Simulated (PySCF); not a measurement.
A structure optimised at TPSSh-D3(BJ)/def2-SVP, used in a PySCF frequency run:

```xyz
8

O      0.1292    -0.2293     1.8078
Si     0.1397    -0.2845     0.1591
O      1.6818    -0.6223    -0.2911
F     -0.8742    -1.4478    -0.3523
S     -0.5401     1.5075    -0.7635
H     -0.6974     0.0332     2.2364
H      2.1884    -1.1694     0.3273
H     -1.4257     0.8412    -1.5375
```
Charge 0, spin multiplicity 1.

Question: Write its SMILES and formula.

Answer: O[Si](O)(F)S, FH3O2SSi

Question: What are its rotational constants (standard atomic weights)?

Answer: 3.8893, 2.3355, 2.2740 GHz
